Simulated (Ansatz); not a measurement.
`[O]=[Nb]([OH])([F])[F]` and `[CH3][Nb](=[O])([OH])[F]` differ in one atom or group.

Ansatz, PBE0-D4/def2-TZVP geometries, multiplicity 1. Each molecule was computed in one conformer, which needn't be the lowest.

Elements past krypton have def2 core potentials.

| property | `[O]=[Nb]([OH])([F])[F]` |
| --- | --- |
| HOMO energy (PBE/def2-TZVPP) / eV | -8.48 |
| HOMO energy (B3LYP/def2-TZVPP) / eV | -9.91 |
| HOMO–LUMO gap (B3LYP/def2-TZVPP) / eV | 7.93 |
| LUMO energy (B3LYP/def2-TZVPP) / eV | -1.98 |
| zero-point energy (PBE0-D4/def2-TZVP) / kJ/mol | 55.0 |
| HOMO–LUMO gap (ωB97M-V/def2-TZVPP) / eV | 13.01 |

What does the change do to each property? (Best estimate.)

The calculation gave: 
```json
{"property": "HOMO energy (PBE/def2-TZVPP) / eV", "`[CH3][Nb](=[O])([OH])[F]`": "-7.12", "shift": "1.36"}
{"property": "HOMO energy (B3LYP/def2-TZVPP) / eV", "`[CH3][Nb](=[O])([OH])[F]`": "-8.30", "shift": "1.61"}
{"property": "HOMO–LUMO gap (B3LYP/def2-TZVPP) / eV", "`[CH3][Nb](=[O])([OH])[F]`": "6.36", "shift": "-1.57"}
{"property": "LUMO energy (B3LYP/def2-TZVPP) / eV", "`[CH3][Nb](=[O])([OH])[F]`": "-1.94", "shift": "0.04"}
{"property": "zero-point energy (PBE0-D4/def2-TZVP) / kJ/mol", "`[CH3][Nb](=[O])([OH])[F]`": "140.6", "shift": "85.6"}
{"property": "HOMO–LUMO gap (ωB97M-V/def2-TZVPP) / eV", "`[CH3][Nb](=[O])([OH])[F]`": "11.34", "shift": "-1.67"}
```

The zero-point energy changes by 85.6 kJ/mol with +9 modes.

B3LYP here is the variant with VWN-RPA as its local correlation; programs differ in this.
